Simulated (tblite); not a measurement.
C4H9F2PSi.
Numbering: `[F:1][C@@H:2]1[CH2:3][CH2:4][CH2:5][Si@:6]1([F:7])[PH2:8]` (hydrogens: H9 on C2; H10, H11 on C3; H12, H13 on C4; H14, H15 on C5; H16, H17 on P8)

Structure used (GFN2-xTB), in Å, numbered top down from 1:
```
atom  x, y, z in Å
F1     0.2271   -0.9514   -1.9865
C2    -0.2801   -1.2145   -0.7153
C3    -1.5645   -0.4206   -0.5095
C4    -1.1914    1.0069   -0.1086
C5    -0.1909    0.9410    1.0511
Si6    0.9394   -0.5379    0.6136
F7     0.9164   -1.5823    1.8639
P8     3.0430   -0.3947   -0.1201
H9    -0.4580   -2.2922   -0.6947
H10   -2.1690   -0.4310   -1.4179
H11   -2.1310   -0.8950    0.2933
H12   -0.7260    1.5003   -0.9641
H13   -2.0784    1.5772    0.1690
H14    0.3198    1.8940    1.1726
H15   -0.7155    0.7339    1.9849
H16    3.3432    0.7471    0.6098
H17    2.7088    0.3312   -1.2515
```

Calculated harmonic vibrations of the isolated species, GFN2-xTB (tblite), most abundant isotopes, no scaling. The method is semi-empirical: single wavenumbers can be off by several per cent or more. Modes of hydrogen on phosphorus can be 10 to 20 % off. One conformer, not necessarily the lowest.

Harmonic wavenumbers (cm⁻¹): 56.9, 63.5, 85.6, 128.1, 158.0, 183.7, 226.7, 287.4, 335.0, 417.6, 492.7, 561.2, 681.1, 703.4, 718.8, 728.7, 767.2, 802.1, 850.5, 919.3, 957.1, 1000.6, 1025.0, 1095.0, 1110.2, 1124.3, 1136.5, 1184.5, 1230.5, 1263.3, 1285.5, 1319.5, 1332.5, 1463.3, 1468.0, 1496.0, 2287.0, 2367.4, 2949.1, 2974.6, 2983.0, 2990.8, 2993.9, 2997.6, 3014.6.

A = 1821, B = 1112, C = 944.0 MHz; mass 154.018 u (most abundant isotopes); point group C1, symmetry number 1.

Zero-point energy?

½Σν̃ = 27109 cm⁻¹ = 324.29 kJ/mol.

What is S at 350 K and 1 bar for an ideal gas of classical rigid rotors and harmonic oscillators?

Translation 175.01, rotation 125.47, vibration 146.63: S = 447.1 J/(mol K).

And Cp and H(350 K) − H(0)?

Cp = 177.36 J/(mol K), of which vibrations give 144.10 (their classical limit is 45 R = 374.2); H(350 K) − H(0) = 37.89 kJ/mol without the zero-point energy, 26.25 from vibrations.

What must be added to the electronic energy to get the Gibbs energy at 350 K and 1 bar?

ZPE + [H(350 K) − H(0)] − T·S = 324.29 + 37.89 − 156.49 = 205.69 kJ/mol.

Which modes carry the vibrational entropy at 350 K?

56.9 cm⁻¹: 20.41; 63.5 cm⁻¹: 19.51; 85.6 cm⁻¹: 17.04; 128.1 cm⁻¹: 13.74; 158.0 cm⁻¹: 12.05; 183.7 cm⁻¹: 10.84 J/(mol K); the other 39 give 53.03 together.

Blend soft modes into free rotors: weight 1/[1 + (100 cm⁻¹/ν̃)⁴] for the oscillator and the rest for a rotor with moment μB/(μ + B), μ = h/(8π²ν), B = 10⁻⁴⁴ kg m². What vibrational entropy results?

134.13 J/(mol K) in place of 146.63, which changes −T·S at 350 K by +4.37 kJ/mol.

How do the functions run with temperature in this model?

```
 T (K)  S (J/(mol K))  Cp (J/(mol K))  H − H(0) (kJ/mol)  G − H(0) (kJ/mol)  ln q(vib)
    50          249.7            58.2               2.14             -10.34       0.52
   100          297.9            81.9               5.68             -24.10       1.86
298.15          420.3           157.2              29.21             -96.10       7.27
373.15          458.7           185.9              42.10            -129.08       9.21
   500          519.1           226.9              68.39            -191.16      12.42
   750          622.5           282.1             132.59            -334.26      18.42
  1000          708.8           317.1             207.80            -500.97      23.91
```

q(vib) and H(0) count from the zero-point level.

Hindered rotation and anharmonicity are outside this model. Other conformers, if any are populated, would add a mixing term that is left out. The structure is chiral; the term R ln 2 for an equal mix with its mirror image is left out.
